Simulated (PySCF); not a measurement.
# Working out the ionisation energy of Ag²⁺

Ag²⁺ [Kr] 4d9 (2D) → Ag³⁺ [Kr] 4d8 (3F). Calculation: PySCF 2.14, in def2-TZVPPD with the def2 core potential (28 electrons) (6s4p3d2f1g, 56 functions); a scalar-relativistic core potential. Frozen: nothing. Energies in hartree (1 hartree = 27.21139 eV):

| part | Ag²⁺ (lower) | Ag³⁺ (upper) |
| --- | --- | --- |
| UHF | -145.158036 | -143.946056 |
| MP2 opposite-spin | -0.368009 | -0.326334 |
| MP2 same-spin | -0.173820 | -0.148444 |

What does Hartree-Fock give?

(-143.946056) − (-145.158036) = 1.211980 hartree = 32.980 eV.

What do MP2 and SCS-MP2 (6/5 opposite-spin, 1/3 same-spin) give?

The opposite-spin parts differ by 1.134 eV and the same-spin parts by 0.691 eV. MP2: 32.980 + (1.134) + (0.691) = 34.805 eV. SCS-MP2: 32.980 + 1.2 × (1.134) + (0.691)/3 = 34.571 eV.

Reference: 34.8 ± 0.3 eV (semi-empirical (NIST evaluation); NIST Atomic Spectra Database, ionization energies), between the lowest levels; spin-orbit coupling is absent from the calculation.

What remains against the reference includes basis incompleteness and correlation beyond second order.
